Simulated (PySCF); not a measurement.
C7H7FO3.
Atom-mapped SMILES: `[CH3:1][C@H:2]([F:3])[CH2:4][C:5]1=[CH:6][C:7](=[O:8])[O:9][C:10]1=[O:11]` (hydrogens: H12, H13, H14 on C1; H15 on C2; H16, H17 on C4; H18 on C6)

A GFN2-xTB structure was refined with PBE0-D3(BJ)/def2-SVP geometry optimisation, gas phase in PySCF. Its GFN2-xTB values:

```json
{"coordinate": "C1–C2", "GFN2-xTB": "1.519 Å"}
{"coordinate": "C1–H12", "GFN2-xTB": "1.088 Å"}
{"coordinate": "C2–F3", "GFN2-xTB": "1.383 Å"}
{"coordinate": "C2–C4", "GFN2-xTB": "1.539 Å"}
{"coordinate": "C2–H15", "GFN2-xTB": "1.097 Å"}
{"coordinate": "C4–C5", "GFN2-xTB": "1.482 Å"}
{"coordinate": "C4–H16", "GFN2-xTB": "1.091 Å"}
{"coordinate": "C4–H17", "GFN2-xTB": "1.091 Å"}
{"coordinate": "C5=C6", "GFN2-xTB": "1.336 Å"}
{"coordinate": "C5–C10", "GFN2-xTB": "1.500 Å"}
{"coordinate": "C6–C7", "GFN2-xTB": "1.480 Å"}
{"coordinate": "C6–H18", "GFN2-xTB": "1.073 Å"}
{"coordinate": "C7=O8", "GFN2-xTB": "1.189 Å"}
{"coordinate": "C7–O9", "GFN2-xTB": "1.383 Å"}
{"coordinate": "O9–C10", "GFN2-xTB": "1.362 Å"}
{"coordinate": "C10=O11", "GFN2-xTB": "1.192 Å"}
{"coordinate": "C1–C2–C4", "GFN2-xTB": "112.2°"}
{"coordinate": "C2–C4–C5", "GFN2-xTB": "110.6°"}
{"coordinate": "C5–C10–O9", "GFN2-xTB": "107.7°"}
{"coordinate": "C5–C10–O11", "GFN2-xTB": "128.5°"}
{"coordinate": "C6–C7–O9", "GFN2-xTB": "107.2°"}
{"coordinate": "C7–O9–C10", "GFN2-xTB": "109.6°"}
{"coordinate": "O8–C7–O9", "GFN2-xTB": "122.7°"}
{"coordinate": "O9–C10–O11", "GFN2-xTB": "123.8°"}
{"coordinate": "C1–C2–C4–C5", "GFN2-xTB": "-179°"}
{"coordinate": "C2–C4–C5–C6", "GFN2-xTB": "-110°"}
```

Question: How do these coordinates change at the PBE0-D3(BJ)/def2-SVP level?

Answer: 
| coordinate | PBE0-D3(BJ)/def2-SVP (Å or °) | change |
| --- | --- | --- |
| C6–H18 | 1.089 | +0.016 |
| C1–H12 | 1.100 | +0.012 |
| C2–C4 | 1.527 | -0.012 |
| C4–H16 | 1.102 | +0.011 |
| C1–C2 | 1.509 | -0.010 |
| C4–H17 | 1.100 | +0.009 |
| C2–H15 | 1.104 | +0.007 |
| C5=C6 | 1.339 | +0.003 |
| O9–C10 | 1.365 | +0.003 |
| C5–C10 | 1.497 | -0.003 |
| C6–C7 | 1.482 | +0.002 |
| C2–F3 | 1.381 | -0.002 |
| C7–O9 | 1.385 | +0.002 |
| C7=O8 | 1.188 | -0.001 |
| C4–C5 | 1.483 | +0.001 |
| C10=O11 | 1.192 | 0.000 |
| C2–C4–C5 | 111.9 | +1.3 |
| C1–C2–C4 | 113.0 | +0.8 |
| C7–O9–C10 | 109.0 | -0.6 |
| C5–C10–O9 | 108.3 | +0.6 |
| O8–C7–O9 | 122.2 | -0.5 |
| O9–C10–O11 | 123.4 | -0.4 |
| C6–C7–O9 | 107.6 | +0.4 |
| C5–C10–O11 | 128.3 | -0.2 |
| C2–C4–C5–C6 | -107 | +3 |
| C1–C2–C4–C5 | 180 | -1 |

The energy falls by 0.75 kcal/mol over 5 energy and gradient evaluations, the largest force component goes from 0.0151 to 3.2e-04 Eh/bohr, and the atoms move by 0.038 Å rms after alignment. The bond that changes most is C6–H18 (alkene CH carbon to vinylic hydrogen), which lengthens by 0.016 Å. Bonds longer at the end by more than 0.005 Å: 7 of 18; shorter: 2. Rotational constants go from 2308, 662.6, 576.3 to 2290, 661.7, 571.8 MHz.

The run used 189 basis functions and 36 SCF cycles in all.

Not checked by PBE0-D3(BJ)/def2-SVP frequencies. The numbers are those of one conformer.

Conformer computed: `[CH3:1][C@H:2]([F:3])[CH2:4][C:5]1=[CH:6][C:7](=[O:8])[O:9][C:10]1=[O:11]`: C1–C2–C4–C5 180°, C2–C4–C5–C6 -107°.
